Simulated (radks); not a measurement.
The numbers below are computed, except where a source is named.
Coulomb parameter of the 4f shell of the europium ion Eu3+ in the model configuration [Xe] 4f5 5d1, as a second difference U = [E(n + 0.5) + E(n - 0.5) - 2 E(n)] / (0.5)^2 with all orbitals relaxed. "Bare": the charge of the atom changes with n. "Screened": the 5d shell takes up the change at fixed total charge, which measures U(4f,4f) + U(5d,5d) - 2 U(4f,5d). Level of theory: Dirac Kohn-Sham, PBEsol, spin-unpolarised, spherical densities, point nucleus; open shells are shared between the two j in proportion to 2j + 1 (a radial shooting solver on a logarithmic mesh with Libxc functionals).

case              configuration  E - E(n) (eV)
start              [Xe] 4f5 5d1          0.000
bare +0.5        [Xe] 4f5.5 5d1        -17.680
bare -0.5        [Xe] 4f4.5 5d1         22.541
screened +0.5  [Xe] 4f5.5 5d0.5         -6.193
screened -0.5  [Xe] 4f4.5 5d1.5          7.577

U(bare) = 19.446 eV, U(screened by 5d) = 5.535 eV.
